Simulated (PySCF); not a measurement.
ethenyl(ethynyl)silane (C₄H₆Si), SMILES C#C[SiH2]C=C.

Geometry optimised at r2SCAN-D4/def2-SVP. Other conformers were not sampled.

Calculation: PBE/def2-TZVP run with PySCF.

Gas-phase values at a fixed geometry.

```yaml
total_energy: -445.13937 hartree
highest_occupied_level: -6.87 eV
lowest_empty_level: -1.71 eV
orbital_gap: 5.16 eV
dipole_moment: 0.77 D
quadrupole, principal values (traceless, Buckingham form, about the centre of nuclear charge): -4.79, -2.15, 6.94 D·Å
mean_static_polarisability: 73.8 bohr³ (10.93 Å³)
polarisability_principal_values: 56.7, 62.8, 101.9 bohr³
```
